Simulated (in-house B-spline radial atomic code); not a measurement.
Values are calculated unless marked as measured or tabulated.
**Work functions and surface energies across electron densities: Be, Sb, In, Tl, Cd, Mg, Cu, Ag, Sr, Ba, Rb**

The positive ions are smeared into a uniform slab; the electrons are solved self-consistently in the LDA (PW92) on a fine grid across the film. Stabilised jellium adds, inside the slab, the constant potential −n de/dn that makes the bulk stable at the metal's density. No lattice, so no dependence on crystal face. Atomic units unless named.

Thick-film averages; measured work functions from the table in Wikipedia's article on work functions.

```
metal  r_s (bohr)  Φ jellium (eV)  Φ stabilised (eV)  Φ measured (eV)  σ jellium (J/m²)  σ stabilised (J/m²)
   Be        1.87            3.82               4.39             4.98            -1.561                1.090
   Sb        2.14            3.75               4.21     4.55 to 4.70            -0.409                0.865
   In        2.41            3.64               4.00             4.09             0.022                0.668
   Tl        2.49            3.60               3.93       about 3.84             0.086                0.619
   Cd        2.59            3.56               3.86             4.08             0.143                0.562
   Mg        2.65            3.53               3.81             3.66             0.167                0.531
   Cu        2.67            3.52               3.79     4.53 to 5.10             0.174                0.521
   Ag        3.02            3.35               3.53     4.26 to 4.74             0.225                0.378
   Sr        3.54            3.10               3.19       about 2.59             0.202                0.243
   Ba         3.7            3.03               3.09     2.52 to 2.70             0.188                0.214
   Rb        5.31            2.44               2.36            2.261             0.083                0.072
```

(1) Where do the two models part, and which lies nearer to measurement?

Answers

(1) They differ by +0.57 eV for Be and -0.08 eV for Rb; the stabilising potential vanishes near r_s = 4.2, where jellium is in equilibrium. Against the middle of the measured ranges the mean absolute misses are 0.63 eV (jellium) and 0.43 eV (stabilised). The largest miss of the stabilised model is -1.02 eV, for Cu, a noble metal whose d shell the model lacks. Plain jellium has a negative surface energy for Be, Sb.
